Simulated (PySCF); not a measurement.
# Electron correlation in Ge (germanium, neutral)

[Ar] 3d10 4s1 4p3, high-spin 5S determinant (an excited configuration). Computed with PySCF 2.14 in aug-cc-pwCVDZ-PP with ECP10MDF (6s5p4d1f, 48 functions), with a scalar-relativistic core potential. Frozen: 3s2 3p6 3d10; 4 electrons correlated.

```csv
level,correlation energy (mhartree)
CCSD,-21.80
(T),-0.16
CCSD(T),-21.96
```

Diagnostics: T1 = 0.0030, D1 = 0.0052, largest double amplitude 0.039.

Cost of the coupled-cluster step: of the order of 0.26 core-seconds, for 4 correlated electrons.
